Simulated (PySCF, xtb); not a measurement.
CH4ClFOSi2, SMILES [SiH2](F)C([SiH2]Cl)=O.

GFN2-xTB (xtb) at its own geometry gives an orbital gap of 1.79 eV and a dipole moment of 0.59 D.

Geometry: PBE0-D3(BJ)/def2-SVP. The structure was generated by enumeration, and PubChem lists no compound with its InChIKey, so it may never have been made. Other conformers were not sampled.

What does PySCF with PBE/def2-TZVP give? (Estimate from the structure and the level; the computed values follow.)

gap 2.02 eV (levels -5.59 and -3.57 eV), dipole 0.46 D.
